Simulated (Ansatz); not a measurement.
Compare A (`CC[SiH2]Br`) with its isomer B (`C[SiH](C)Br`).

Gas-phase electronic energies from Ansatz, PBE0-D4/def2-TZVP geometries. CBS: MP2 limit from def2 TZ/QZ plus the TZ coupled-cluster correction, frozen cores. Functionals use def2-TZVPP. B3LYP here is the variant with VWN-RPA as its local correlation; programs differ in this. For Br outer-core shells are correlated without core-valence functions, which leaves a few kJ/mol of doubt a bond. Scalar relativity is left out up to krypton. Each species was taken in one conformer, which may not be the lowest.

Which isomer does CCSD(T)/CBS put lower? Give the gap. (Best estimate.)

Ansatz gave: B, by 61.4 kJ/mol.

Give E(B) − E(A) in kJ/mol with B3LYP, HF/def2-TZVPP, CCSD(T)/def2-TZVPP, ωB97M-V, r2SCAN-D4, PBE0-D4, CCSD(T)/def2-SVP. (Estimate.)

Computed: B3LYP -59.2, HF/def2-TZVPP -55.4, CCSD(T)/def2-TZVPP -59.4, ωB97M-V -63.1, r2SCAN-D4 -65.2, PBE0-D4 -61.4, CCSD(T)/def2-SVP -46.3. None reverses the order clearly.

Does the order hold for the free energy at 298.15 K (harmonic terms from PBE0-D4)? (Estimate.)

Computed: Yes: G(B) − G(A) = -61.4 kJ/mol, for one conformer each.

Largest T1 diagnostic: 0.008.

In def2-TZVPP, CCSD(T) changes the Hartree–Fock value by −4.0 kJ/mol (the triples alone add −0.6 kJ/mol) and MP2 by −7.0 kJ/mol. Leaving LDA and LC-ωPBE aside and taking each functional with its dispersion term where it has one, the values, not all of them listed here, spread over 5.8 kJ/mol, from B97M-V to ωB97X-V.
